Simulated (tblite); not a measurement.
Species: C7H3FO3.
Bonds: O1–C2 (double), C2–C3, C3–C4 (double), C4–C5, C5–O6 (double), C5–C7, C7–F8, C7–C9 (double), C9–C10, C10–O11 (double), C3–C10. Hydrogens: H12 on C2; H13 on C4; H14 on C9.

Computed geometry: GFN2-xTB, gas phase.

Question: List the bond lengths, angles and torsions at this level.

Answer: 
```
   bond  length (Å)   order
  O1=C2       1.200  double
  C2–C3       1.488  single
  C3=C4       1.344  double
  C4–C5       1.475  single
  C5=O6       1.208  double
  C5–C7       1.491  single
  C7–F8       1.331  single
  C7=C9       1.338  double
 C9–C10       1.470  single
C10=O11       1.211  double
 C3–C10       1.491  single
 C2–H12       1.102  single
 C4–H13       1.083  single
 C9–H14       1.081  single
```

Orders are formal, as drawn. A selection of angles:
```
     angle  degrees
  O1–C2–C3    123.9
  C2–C3–C4    120.7
 C2–C3–C10    117.4
 C4–C3–C10    122.0
  C3–C4–C5    123.3
  C4–C5–O6    123.4
  C4–C5–C7    113.6
  O6–C5–C7    122.9
  C5–C7–F8    115.3
  C5–C7–C9    123.9
  F8–C7–C9    120.8
 C7–C9–C10    121.7
C9–C10–O11    122.3
 C3–C10–C9    115.4
C3–C10–O11    122.3
```

Torsions: O1–C2–C3–C4 0° (synperiplanar); C2–C3–C4–C5 180° (antiperiplanar); C3–C4–C5–O6 180° (antiperiplanar); C4–C5–C7–F8 180° (antiperiplanar); C5–C7–C9–C10 0° (synperiplanar); C7–C9–C10–O11 180° (antiperiplanar); C2–C3–C10–C9 180° (antiperiplanar).

The 6-membered ring C3–C4–C5–C7–C9–C10 has internal angles of 113.6° to 123.9° (sum 720°, against 720° for a flat polygon); it is planar, 0.00 Å rms from its mean plane, widest ring torsion 0°. The C–C distances run from 1.338 Å (C7=C9, drawn double) to 1.491 Å (C3–C10, drawn single), a spread of 0.153 Å. The 11 heavy atoms lie in one plane (0.001 Å rms). Of the pairs four or more bonds apart, O11···H12 is among the closest relative to their van der Waals radii: 2.42 Å, 89 % of the sum of Bondi's values.

Point group: Cs (tolerance 0.08 Å). Its GFN2-xTB frequencies are all real (lowest 40 cm⁻¹). The numbers are those of one conformer.
